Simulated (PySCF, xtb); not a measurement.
Zn(k2OAc)2 (C₄H₆O₄Zn), SMILES CC1[O][Zn]2([O]C(C)=[O]->2)<-[O]=1.

xtb with GFN2-xTB at its own geometry gives an orbital gap of 5.37 eV and a dipole moment of 0.13 D.

The structure is a stationary point at PBE-D3(BJ)/def2-SVP. The isomer is the one that the SMILES or the coordinates give; other isomers of the formula were not compared. One conformer was computed; it need not be the lowest.

Q: What does PBE/def2-SVP run with PySCF give? (The exact figures need the calculation; the answer reports its results.)

A: gap 5.36 eV (levels -6.47 and -1.11 eV), dipole 0.17 D.
